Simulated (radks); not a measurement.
The numbers below are computed, except where a source is named.
Q: Radial electron density D(r) = 4 pi r^2 rho(r) of an atom or ion with 2 electrons. Level of theory: non-relativistic Kohn-Sham, PBE, spin-polarised, spherical densities, point nucleus (a radial shooting solver on a logarithmic mesh with Libxc functionals).

```
   r/bohr * D(r) (the largest magnitude, 14.7, reaches the edge; | marks zero)
 0.004858 | *
 0.005263 | *
 0.005656 | *
 0.006127 | *
 0.006584 |  *
 0.007132 |  *
 0.007665 |   *
 0.008303 |   *
 0.008923 |    *
 0.009666 |     *
  0.01039 |     *
  0.01125 |      *
  0.01209 |       *
   0.0131 |        *
  0.01408 |          *
  0.01525 |           *
  0.01639 |            *
  0.01775 |              *
  0.01923 |                *
  0.02067 |                  *
  0.02239 |                    *
  0.02406 |                      *
  0.02607 |                         *
  0.02801 |                           *
  0.03035 |                              *
  0.03261 |                                 *
  0.03533 |                                    *
  0.03796 |                                      *
  0.04113 |                                         *
   0.0442 |                                            *
  0.04788 |                                              *
  0.05145 |                                                 *
  0.05574 |                                                   *
   0.0599 |                                                    *
  0.06489 |                                                     *
  0.06973 |                                                      *
  0.07554 |                                                      *
  0.08118 |                                                     *
  0.08794 |                                                    *
  0.09526 |                                                  *
   0.1024 |                                               *
   0.1109 |                                            *
   0.1192 |                                        *
   0.1291 |                                    *
   0.1387 |                                *
   0.1503 |                           *
   0.1615 |                       *
    0.175 |                   *
    0.188 |               *
   0.2037 |           *
   0.2189 |        *
   0.2371 |      *
   0.2548 |    *
   0.2761 |  *
   0.2967 | *
   0.3214 |*
   0.3454 |*
   0.3741 *
   0.4021 *
   0.4356 *
```

What is the nuclear charge?

A: Z = 14. The innermost maximum, from 1s, lies near 1/Z = 0.0714 bohr (found: 0.0726), and its height grows with Z. The density is that of the silicon ion Si12+ in [He]; the configuration itself is not fixed sharply by these data, and Z only to about a unit. D(r) has 1 maximum, at r = 0.0726 bohr.
